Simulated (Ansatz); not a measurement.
Two isomers of CH6BSb: A = `C[BH][SbH2]`, B = `[BH2][SbH][CH3]`.

Calculated with Ansatz (gas phase, PBE0-D4/def2-TZVP geometries, no zero-point term in ΔE). CBS: MP2 limit from def2 TZ/QZ plus the TZ coupled-cluster correction, frozen cores. DFT in def2-TZVPP. B3LYP here is the variant with VWN-RPA as its local correlation; programs differ in this. def2 core potentials past Kr. For Sb outer-core shells are correlated without core-valence functions, which leaves a few kJ/mol of doubt a bond.

Question: Which isomer does CCSD(T)/CBS put lower? Give the gap. (An estimate is asked.)

Answer: Computed: A, by 8.0 kcal/mol.

Question: Give E(B) − E(A) in kcal/mol with B2PLYP, CCSD/def2-TZVPP, LDA (SPW92), ωB97M-V, MP2/def2-TZVPP, HF/def2-TZVPP, B3LYP-D4. (An estimate is asked.)

Answer: Ansatz gave: B2PLYP 8.8, CCSD/def2-TZVPP 8.6, LDA (SPW92) 12.5, ωB97M-V 9.8, MP2/def2-TZVPP 7.8, HF/def2-TZVPP 9.0, B3LYP-D4 9.3. None reverses the order clearly.

Question: Does the order hold for the free energy at 298.15 K (harmonic terms from PBE0-D4)? (Best estimate.)

Answer: The calculation gave: Yes: G(B) − G(A) = +8.9 kcal/mol.

Largest T1 diagnostic: 0.015.

Leaving LDA and LC-ωPBE aside and taking each functional with its dispersion term where it has one, the values, not all of them listed here, spread over 2.7 kcal/mol, from B2PLYP to B97M-V. LDA lies +2.5 kcal/mol from PBE without D4. At CCSD(T), def2-SVP lies +3.5 kcal/mol from the extrapolated value and def2-TZVPP +0.4 kcal/mol.
